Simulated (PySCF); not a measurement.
# Mayer bond orders and bond lengths

SiCl4.
SMILES with atom numbers: `[Cl:1][Si:2]([Cl:3])([Cl:4])[Cl:5]`

Geometry (GFN2-xTB, Å), atoms numbered from 1 in this order:
```
atom  x, y, z in Å
Cl1    0.705   -1.296    1.368
Si2    0.002    0.001   -0.003
Cl3   -0.958    1.507    0.927
Cl4    1.537    0.743   -1.075
Cl5   -1.277   -0.952   -1.234
```

Bond orders from the PBE0/pcSseg-1 density (PySCF). Geometry: GFN2-xTB; no solvent, vibrations or thermal averaging.

Problem. How far do the computed orders between heavy atoms stray from the drawn ones?

Solution. The largest departure is 0.077, at Cl1–Si2 (drawn single, 1.077), Si2–Cl4 (drawn single, 1.077), Si2–Cl3 (drawn single, 1.076) and Si2–Cl5 (drawn single, 1.076).

Problem. Set the Mayer orders of the bonds beside their lengths.

Solution. 
```json
{"bond": "Cl1–Si2", "drawn as": "single", "length (Å)": "2.014", "Mayer order": "1.077"}
{"bond": "Si2–Cl3", "drawn as": "single", "length (Å)": "2.014", "Mayer order": "1.076"}
{"bond": "Si2–Cl4", "drawn as": "single", "length (Å)": "2.014", "Mayer order": "1.077"}
{"bond": "Si2–Cl5", "drawn as": "single", "length (Å)": "2.014", "Mayer order": "1.076"}
```

Problem. Sum the orders of all bonds at each heavy atom with more than one neighbour and set the sums beside the valence in the SMILES.

Solution. Si2 4.306 (drawn 4). Orders between atoms that aren't bonded are not in these sums.

Mayer orders depend on the basis set.
